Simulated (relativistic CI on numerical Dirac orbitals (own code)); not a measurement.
## V3+ in a cubic cluster: 1s photoemission with charge transfer

Computed with a charge-transfer multiplet model of a cubic metal-ligand cluster with up to 2 ligand holes, Slater and spin-orbit integrals from Dirac-Coulomb-Breit ions, Slater integrals scaled by 0.8. The ground state mixes d2 with configurations of k ligand holes L, whose averages lie at kΔ + k(k − 1)U_dd/2; a core hole lowers each added d electron by U_cd. 300 K, Lorentzian 1.1 eV and Gaussian 0.6 eV FWHM.

Atomic integrals in eV (Slater integrals scaled, ζ unscaled), ground: F2dd 8.057, F4dd 5.049, zeta_d 0.024; with the core hole: F2dd 9.441, F4dd 5.946, zeta_d 0.040, G2cd 0.044.

Cluster parameters (eV): Δ = 3.2, U_cd = 6.5, 10Dq = 1.8, 10Dq(ligand) = 1.4, V(eg) = 3.4, V(t2g) = -1.81, final-state hopping factor = 0.9.

```csv
Case,n_d,d2,d3L,d4L2,S
U_dd = 5 eV,2.73,0.39,0.49,0.12,1.00
U_dd = 6.4 eV,2.70,0.40,0.49,0.11,1.00
U_dd = 7.1 eV,2.69,0.41,0.49,0.10,1.00
```

Weights, n_d and S are thermal averages at 300 K. Binding energies count from the first peak over 30 % of the highest in each spectrum, which can be another peak from case to case. The parameters are a model scan and need not match a compound or its usual spin state. Peaks in eV (height, largest 100):
- U_dd = 5 eV: 0.0 (100), 13.3 (8)
- U_dd = 6.4 eV: 0.0 (100), 13.4 (6)
- U_dd = 7.1 eV: 0.0 (100), 12.8 (7)

For the case U_dd = 5 eV, Δ = 3.2 eV is smaller than U_dd = 5 eV, the charge-transfer side of the Zaanen-Sawatzky-Allen scheme. With the core hole the average of the configuration with one ligand hole lies at Δ − U_cd = -3.3 eV before mixing: the effective hopping of about 6.5 eV (from the holes of the mixed ground state) is comparable with this gap or larger, so the configurations mix strongly.

With at most 2 ligand holes the space is cut while the next configuration still counts, so covalency is underestimated, and a final configuration with one more ligand hole, which can lie low, is missing from the spectra.
